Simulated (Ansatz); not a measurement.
Consider the cleavage of the Si–Ge bond: `C[SiH](Cl)[GeH3]` + `S[SiH2]Cl` → `C[SiH](Cl)S[SiH2]Cl` + GeH₄.

Gas-phase electronic energies from Ansatz, PBE0-D4/def2-TZVP geometries. CCSD(T)/CBS is the MP2 limit (def2-TZVPP, def2-QZVPP) plus CCSD(T) − MP2 in def2-TZVPP, frozen cores. DFT in def2-TZVPP. B3LYP here is the variant with VWN-RPA as its local correlation; programs differ in this. For Ge outer-core shells are correlated without core-valence functions, which leaves a few kJ/mol of doubt a bond. Scalar relativity is left out up to krypton. One conformer a species, not always the lowest.

| level | ΔE (kJ/mol) | difference from CCSD(T)/CBS |
| --- | --- | --- |
| PBE-D4 | -53.5 | 5.5 |
| r2SCAN-D4 | -58.9 | 0.1 |
| PBE0-D4 | -56.6 | 2.4 |
| B3LYP-D4 | -59.1 | -0.1 |
| ωB97M-V | -61.7 | -2.7 |
| B2PLYP | -54.8 | 4.2 |
| PBE0 | -49.7 | 9.3 |
| SCS-MP2/def2-TZVPP | -62.3 | -3.3 |
| HF/CBS(def2) | -55.9 | 3.1 |
| MP2/CBS(def2) | -68.4 | -9.4 |
| CCSD(T)/CBS | -59.0 | 0 |

Largest T1 diagnostic among the species: 0.012.

The D4 term adds −12.3 kJ/mol with B3LYP and −6.9 kJ/mol with PBE0; it sums over pairs of atoms, weighted by their polarisabilities, and B3LYP, whose exchange is more repulsive, gets the larger term. From PBE to PBE0 (25 % exact exchange), in def2-TZVPP and without D4, ΔE moves by −3.8 kJ/mol.
